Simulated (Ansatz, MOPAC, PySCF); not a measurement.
System: SiHCl (charge 0, singlet). SMILES: [SiH]Cl
Geometry from a B3LYP-D3(BJ)/def2-TZVP (Ansatz, an electronic-structure program) optimisation:
```xyz
3

Si     0.7933    -0.2087     0.7471
H      1.8312    -0.4893    -0.3363
Cl    -0.7611     0.2007    -0.5955
```
Charge 0, spin multiplicity 1.

Unscaled harmonic wavenumbers (cm⁻¹) in rising order, each level at the stationary point that it reaches from this structure (no distance between atoms moves by over 0.3 Å); the order of modes can differ between levels, and a negative number is imaginary. B3LYP-D3(BJ)/def2-TZVP (PySCF, at the structure above): 504, 810, 2005.

AM1 (MOPAC): 448, 680, 2212. Zero-point energy 4.8 against 4.7 kcal/mol; where all levels lie over 400 cm⁻¹, the wavenumbers are on average 0.972 times those of B3LYP-D3(BJ)/def2-TZVP.

PM6 (MOPAC): 389, 506, 2009. Zero-point energy 4.2 against 4.7 kcal/mol; where all levels lie over 400 cm⁻¹, the wavenumbers are on average 0.813 times those of B3LYP-D3(BJ)/def2-TZVP.

HF/3-21G (Ansatz): 432, 838, 2104. Zero-point energy 4.8 against 4.7 kcal/mol; where all levels lie over 400 cm⁻¹, the wavenumbers are on average 1.042 times those of B3LYP-D3(BJ)/def2-TZVP.

B3LYP/6-31G* (Ansatz): 500, 818, 2030. Zero-point energy 4.8 against 4.7 kcal/mol; where all levels lie over 400 cm⁻¹, the wavenumbers are on average 1.011 times those of B3LYP-D3(BJ)/def2-TZVP.
